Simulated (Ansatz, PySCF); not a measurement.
Pair of molecules: C2H6 (SMILES CC) (first 8 atoms) with CH6Si (SMILES C[SiH3]); geometry from B3LYP-D3(BJ)/def2-TZVP, rigid monomers moved along the line of their centres of mass till H5···Si10 is 4.57 Å.
(charge 0, multiplicity 1):
```csv
atom,x (Å),y (Å),z (Å)
C,0.8788,0.0867,0.4553
C,-0.5102,0.6818,0.2449
H,1.5568,0.3666,-0.3534
H,0.8417,-1.0033,0.4944
H,1.3262,0.4323,1.3894
H,-0.4775,1.7731,0.2272
H,-1.1953,0.3836,1.0403
H,-0.9429,0.3503,-0.7010
C,-0.6378,0.5905,5.4490
Si,-0.2739,-1.2457,5.3247
H,-0.1222,1.0290,6.3054
H,-1.7079,0.7659,5.5737
H,-0.3124,1.1174,4.5512
H,1.1786,-1.4825,5.1440
H,-0.9915,-1.8483,4.1758
H,-0.7089,-1.9427,6.5603
```

Interaction energies are E(AB) − E(A) − E(B) at the monomers' geometry in the complex; basis-set methods are counterpoise corrected.

Cores are frozen in the correlated methods.

Programs: Ansatz (Gaussian basis) for Hartree–Fock, density functionals and correlated methods; PySCF for the dispersion terms. Values without a source in brackets are computed.

PBE/def2-TZVPPD gives -0.17 kcal/mol for the interaction energy.

Q: Where do these levels fall relative to PBE: PBE-D3(BJ)/def2-TZVPPD, r2SCAN/def2-TZVPPD, PBE0/def2-TZVPPD, wB97M-V/def2-TZVPPD, MP2/aug-cc-pV(D+d)Z, CCSD(T)/aug-cc-pV(D+d)Z.

A: PBE-D3(BJ)/def2-TZVPPD -0.44; r2SCAN/def2-TZVPPD 0.05; PBE0/def2-TZVPPD 0.05; wB97M-V/def2-TZVPPD -0.27; MP2/aug-cc-pV(D+d)Z -0.25; CCSD(T)/aug-cc-pV(D+d)Z -0.26 kcal/mol. 2 of 6 lie above PBE; the widest gap is to PBE-D3(BJ)/def2-TZVPPD.

Ansatz is a first-principles code.
